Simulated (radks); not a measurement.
All-electron atom: N II in [He] 2s2 2p2. Calculated with a radial shooting solver on a logarithmic mesh with Libxc functionals: Dirac Kohn-Sham, PBEsol, spin-unpolarised, spherical densities, point nucleus; open shells fill j = l - 1/2 first.

Unscreened Slater integrals over Kohn-Sham orbitals (hartree). Large and small components are both included. Empty in this configuration: 2p3/2.

\begin{tabular}{lr}
integral & value \\ \hline
F0(2p1/2,2p1/2) & 0.72209 \\
F0(2p1/2,2s1/2) & 0.72249 \\
G1(2p1/2,2s1/2) & 0.44242 \\
F0(2p1/2,1s1/2) & 1.0298 \\
G1(2p1/2,1s1/2) & 0.11055 \\
F0(2p1/2,2p3/2) & 0.72176 \\
G2(2p1/2,2p3/2) & 0.32862 \\
F0(2s1/2,2s1/2) & 0.72788 \\
F0(2s1/2,1s1/2) & 1.0297 \\
G0(2s1/2,1s1/2) & 0.076735 \\
F0(2s1/2,2p3/2) & 0.72218 \\
G1(2s1/2,2p3/2) & 0.44234 \\
F0(1s1/2,1s1/2) & 4.0982 \\
F0(1s1/2,2p3/2) & 1.0288 \\
G1(1s1/2,2p3/2) & 0.11034 \\
F0(2p3/2,2p3/2) & 0.72144 \\
F2(2p3/2,2p3/2) & 0.32856 \\
\end{tabular}
